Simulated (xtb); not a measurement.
acetonitrile (C₂H₃N), singlet, at a GFN2-xTB geometry. Base run: GFN2-xTB (xtb 6.7.1).

The xtb input:
```
$ xtb mol.xyz --gfn 2 --json

# file mol.xyz
6

C     -0.01475717     0.01116275    -1.16276182
C      0.00347482    -0.00262846     0.27379184
N      0.01797420    -0.01359621     1.41624111
H     -0.00999740     1.04135020    -1.51688517
H      0.86504779    -0.50670455    -1.54285244
H     -0.91317570    -0.49067797    -1.52013028
```

The base run was repeated with changes; each row names its change, and settings that it needs were set with it.

```csv
change,ΔE vs base (kJ/mol),HOMO-LUMO gap (eV),dipole (D),G_solv (kcal/mol),SCF cycles
base,0.00,6.11,3.85,-,10
acc = 1000,0.01,6.11,3.85,-,6
alpb = dmso,-22.25,6.14,4.30,-5.83,10
gbsa = chcl3,-22.18,6.15,4.39,-5.99,10
file = coord,0.00,6.11,3.85,-,10
etemp = 5000,-0.21,6.11,3.85,-,10
alpb = thf,-20.64,6.14,4.32,-5.49,10
```

ALPB and GBSA are two models with their own fitted parameters for each solvent, which aren't always the measured dielectric constant.
